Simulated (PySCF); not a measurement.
**SMILES C=C(CCl)C1CCC1, C7H11Cl**

Cartesian coordinates in Å; atom numbers follow the order of the lines, from 1:
```xyz
19

C    -1.537   -1.234    0.990
C    -1.152   -0.242    0.200
C    -2.082    0.336   -0.820
Cl   -2.634    1.960   -0.279
C     0.188    0.423    0.270
C     1.356   -0.271    0.991
C     2.276    0.124   -0.172
C     1.037    0.441   -1.020
H    -2.519   -1.670    0.913
H    -0.894   -1.644    1.748
H    -1.592    0.492   -1.780
H    -2.979   -0.268   -0.943
H     0.048    1.441    0.643
H     1.616    0.115    1.974
H     1.222   -1.348    1.052
H     2.934   -0.655   -0.551
H     2.867    1.011    0.046
H     0.779   -0.377   -1.691
H     1.053    1.375   -1.578
```

The calculation used PySCF, quadratic response CAM-B3LYP/def2-SVPD first hyperpolarisability, Taylor convention, gas phase. Geometry: GFN2-xTB.

(1) Give the tensor of the second harmonic β(−2ω;ω,ω) at 1064 nm in the axes of these coordinates.

Results:

(1) In au, Taylor convention; rows are the first index (the induced dipole):
```csv
,xx,yy,zz,xy,xz,yz
x,+56.4,+30.5,+6.0,+12.8,+2.7,-22.4
y,+13.6,-15.9,-14.6,+32.8,-23.9,+31.6
z,+2.3,+32.3,-4.1,-23.8,+7.0,-14.7
```
Norm of βᵢ = ⅓ Σⱼ (βᵢⱼⱼ + βⱼᵢⱼ + βⱼⱼᵢ): 101.3 au, hyper-Rayleigh value 46.0 au.
